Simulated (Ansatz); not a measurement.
The cluster ZnCu₂⁻ was relaxed with r2SCAN-D4 (def2-TZVPD) in Ansatz in these states: charge -1 doublet, charge -1 quartet. The geometries follow in no particular order.

A:

```xyz
3

Cu    0.463    1.206   -0.477
Cu    0.344   -0.235    1.320
Zn   -0.807   -0.971   -0.843
```

B:

| atom | x (Å) | y (Å) | z (Å) |
| --- | --- | --- | --- |
| Cu1 | 1.000 | -0.431 | -0.820 |
| Cu2 | -1.004 | -0.847 | 0.363 |
| Zn3 | 0.004 | 1.278 | 0.457 |

**Question.** Judge from the bond lengths which geometry belongs to which state (an estimate).

**Answer.** A is the charge -1 doublet (Cu2–Zn3 2.558 Å, Cu1–Zn3 2.547 Å, Cu1–Cu2 2.306 Å); B is the charge -1 quartet (Cu2–Zn3 2.354 Å, Cu1–Zn3 2.354 Å, Cu1–Cu2 2.365 Å).

At r2SCAN-D4/def2-TZVPD the highest occupied level of the charge -1 doublet lies above zero (up to 0.18 eV). By energy differences its removal costs 1.70 eV (vertical, to the charge 0 singlet, at r2SCAN-D4/def2-TZVPD); a positive level beside a positive removal energy at the same level points to self-interaction error. At r2SCAN-D4/def2-TZVPD the highest occupied level of the charge -1 quartet lies above zero (up to 1.15 eV). It is a level of α spin, whose loss leaves a triplet; that state wasn't run at this geometry and level. The electron is either unbound and held by the finite basis, or the level is raised by self-interaction error. At PBE0-D4/def2-TZVPD a doublet lies 1.16 eV below the charge -1 quartet. These are the stationary points nearest to one start from a short search; other shapes may lie lower in each state.
